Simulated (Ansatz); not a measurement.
Reaction (cleavage of the B–Si bond): `[SiH3]BCl` + ethylmethylamine → `CCN(C)BCl` + SiH₄

Computed with Ansatz on PBE0-D4/def2-TZVP structures; ΔE is electronic, products minus reactants. CCSD(T)/CBS is the MP2 limit (def2-TZVPP, def2-QZVPP) plus CCSD(T) − MP2 in def2-TZVPP, frozen cores. This one scheme is used for every species. Functionals use def2-TZVPP. B3LYP here is the variant with VWN-RPA as its local correlation; programs differ in this. Each species was taken in one conformer, which may not be the lowest.

`[SiH3]BCl`:

Z-matrix (Å, degrees):
```
Si
B 1 2.016
H 1 1.486 2 113.0
H 1 1.490 2 108.8 3 121.4
H 1 1.490 2 109.0 3 -121.5
Cl 2 1.739 1 121.6 3 -0.7
H 2 1.194 1 122.6 3 179.4
```

`CCNC`:

Z-matrix (Å, degrees):
```
C
C 1 1.514
H 1 1.092 2 110.6
H 1 1.092 2 111.0 3 120.6
H 1 1.094 2 111.0 3 -119.8
N 2 1.447 1 111.2 3 57.6
H 2 1.096 1 109.7 3 -61.5
H 2 1.106 1 109.7 3 -177.6
C 6 1.445 2 113.2 1 177.3
H 6 1.013 2 109.3 1 54.5
H 9 1.104 6 114.0 2 -54.9
H 9 1.094 6 109.5 2 65.4
H 9 1.092 6 109.9 2 -176.7
```

`CCN(C)BCl`:

Cartesian coordinates in Å:
```
C 0.852 -0.382 1.563
C -0.480 -0.161 0.868
N -0.350 0.022 -0.569
C 0.040 1.356 -0.970
B -0.544 -0.975 -1.510
Cl -0.992 -2.624 -1.036
H 1.538 0.453 1.403
H 0.705 -0.489 2.640
H 1.328 -1.292 1.191
H -1.134 -1.014 1.048
H -0.979 0.724 1.280
H 0.130 1.404 -2.054
H -0.706 2.091 -0.647
H 1.003 1.639 -0.533
H -0.413 -0.751 -2.673
```

SiH₄:

Cartesian coordinates in Å:
```
Si 0.000 0.000 0.000
H 1.332 -0.433 0.493
H -0.974 -0.026 1.120
H -0.454 -0.921 -1.072
H 0.097 1.379 -0.540
```

```csv
level,ΔE (kJ/mol),difference from CCSD(T)/CBS
PBE-D4,-165.3,8.5
r2SCAN-D4,-171.8,2.0
PBE0-D4,-167.5,6.3
B3LYP-D4,-175.0,-1.2
ωB97X-V,-170.5,3.3
ωB97M-V,-176.4,-2.6
B2PLYP,-173.8,0.0
PBE,-159.6,14.2
r2SCAN,-169.9,3.9
PBE0,-162.4,11.4
B3LYP,-166.3,7.5
HF/def2-TZVPP,-164.3,9.5
MP2/def2-TZVPP,-185.9,-12.1
SCS-MP2/def2-TZVPP,-181.2,-7.4
CCSD/def2-TZVPP,-173.3,0.5
CCSD(T)/def2-TZVPP,-176.1,-2.3
HF/def2-QZVPP,-164.4,9.4
MP2/def2-QZVPP,-184.6,-10.8
SCS-MP2/def2-QZVPP,-179.9,-6.1
HF/CBS(def2),-164.4,9.4
MP2/CBS(def2),-183.6,-9.8
CCSD/CBS(def2),-171.0,2.8
CCSD(T)/CBS,-173.8,0
```

Largest T1 diagnostic among the species: 0.014.

In def2-TZVPP, CCSD(T) changes the Hartree–Fock value by −11.8 kJ/mol (the triples alone add −2.8 kJ/mol) and MP2 by −21.6 kJ/mol. The D4 term adds −8.7 kJ/mol with B3LYP and −5.1 kJ/mol with PBE0; it sums over pairs of atoms, weighted by their polarisabilities, and B3LYP, whose exchange is more repulsive, gets the larger term.
